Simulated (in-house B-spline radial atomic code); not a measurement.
# RPA and G0W0 on CAM-B3LYP: F⁶⁺

Configuration [He] 2s1, highest spin, mean-field start CAM-B3LYP. Computed with an all-electron radial atomic-structure program (B-spline basis): all electrons, scalar-relativistic (spin-free one-electron X2C), finite nucleus, each spin shell either full or empty, empty states to l = 9 with an (l + 1/2)⁻⁴ tail; G0W0 by contour deformation at full frequency.

Command:
```bash
python run_gw.py task.json out
```
Settings (radii: box in bohr, nucleus in fm):
```
Z                        9
electrons                3
configuration            [He] 2s1
hamiltonian              x2c
method                   camb3lyp
lmax                     9
rms_radius               2.8976
spin_polarised           True
box_radius               9.29
intervals                68
ion_configuration        1s2
```

Time taken, with all properties: 2.5 s on 1 thread of Arm Neoverse N1, with other jobs on the host.

Energies (hartree):

```
                                     term      value
                         mean-field total  -82.39039
Hartree-Fock functional on these orbitals  -82.36037
                      direct second order   -0.15753
                    second-order exchange    0.10559
                         SOSEX correction   0.093337
```

(1) What is the RPA correlation energy, and what remains with SOSEX?

Quasi-particle levels (eV):

| level | occupied | mean field | Σx - vxc | Σc | QP weight | G0W0 |
| --- | --- | --- | --- | --- | --- | --- |
| 2s up | yes | -178.25 | -6.85 | ? | ? | ? |
| 1s down | yes | -869.94 | -40.36 | 2.87 | 0.974 | -907.42 |
| 1s up | yes | -872.16 | -42.38 | 2.86 | 0.944 | -911.68 |
| 2s down | no | -162.07 | 8.52 | -3.44 | 0.934 | -156.99 |

G0W0 = mean field + (Σx - vxc) + Σc, with Σc (partial-wave tail included) taken at the quasi-particle energy.

(2) Where does G0W0 put 2s up?

(3) What does it cost to remove one electron (to 1s2) by differences of total energies, each species on its own start (correlation terms add to the Hartree-Fock functional)?

## Answers

(1) RPA gives -0.14339 hartree (-1.3 eV per electron); RPA + SOSEX gives -0.050049, and the second-order doubles -0.051938 hartree (no singles). SOSEX takes back 65 % of the RPA value.

(2) At -186.99 eV, with Σc = -1.90 eV and a quasi-particle weight of 0.971. The tabulated removal energy is 185.187 eV (NIST, measured).

(3) CAM-B3LYP 186.07 eV, Hartree-Fock functional 185.05 eV, + RPA 186.49 eV, + RPA + SOSEX 185.18 eV, + second order 185.20 eV. Tabulated: 185.187 eV (NIST, measured).
